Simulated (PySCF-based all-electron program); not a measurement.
The numbers below are computed, except where a source is named.
ScH₃S, singlet: all-electron forces

Method: all-electron DFT (in-house code on PySCF), basis-limit composite values; spin-free X2C, no spin–orbit coupling, spin-restricted. Forces are good to about 0.020 eV/Å. In part, the step from PBE was taken on X2C orbitals. Atoms are numbered as listed.

Shape A:

| atom | x (Å) | y (Å) | z (Å) |
| --- | --- | --- | --- |
| Sc | 0.5632 | 0.3265 | 0.1105 |
| S | -1.6141 | -0.5044 | 0.7136 |
| H | 1.1880 | -0.0525 | -1.5619 |
| H | 1.5692 | 1.2821 | 1.2837 |
| H | -1.7063 | -1.0517 | -0.5459 |

PBE forces:

| atom | Fx | Fy | Fz (eV/Å) |
| --- | --- | --- | --- |
| Sc1 | -0.227 | -0.114 | -0.003 |
| S2 | 0.124 | -0.089 | -0.382 |
| H3 | 0.017 | 0.015 | 0.013 |
| H4 | 0.050 | 0.034 | 0.025 |
| H5 | 0.036 | 0.154 | 0.345 |

**Question.** What forces does r2SCAN give in shape A?

**Answer.** The forces move by 0.169 eV/Å (r.m.s. over the atoms) from PBE.

```
atom      Fx      Fy  Fz (eV/Å)
 Sc1  -0.195  -0.104     -0.013
  S2   0.135  -0.181     -0.625
  H3  -0.011   0.023      0.066
  H4   0.014   0.004     -0.008
  H5   0.058   0.258      0.580
```

Shape B:

| atom | x (Å) | y (Å) | z (Å) |
| --- | --- | --- | --- |
| Sc | 0.5632 | 0.3265 | 0.1105 |
| S | -1.3964 | -0.4213 | 0.6533 |
| H | 1.1880 | -0.0525 | -1.5619 |
| H | 1.5692 | 1.2821 | 1.2837 |
| H | -1.4885 | -0.9686 | -0.6062 |

Against shape A, Sc1–S2 goes from 2.407 to 2.167 Å.

PBE forces:

```tsv
atom	Fx	Fy	Fz (eV/Å)
Sc1	3.143	1.178	-0.926
S2	-3.244	-1.339	0.637
H3	-0.037	-0.065	-0.120
H4	0.062	0.092	0.157
H5	0.076	0.135	0.251
```

**Question.** What forces does r2SCAN give in shape B?

**Answer.** The forces move by 0.192 eV/Å (r.m.s. over the atoms) from PBE.

| atom | Fx | Fy | Fz (eV/Å) |
| --- | --- | --- | --- |
| Sc1 | 3.300 | 1.233 | -0.979 |
| S2 | -3.362 | -1.482 | 0.426 |
| H3 | -0.066 | -0.061 | -0.074 |
| H4 | 0.027 | 0.067 | 0.135 |
| H5 | 0.100 | 0.243 | 0.492 |
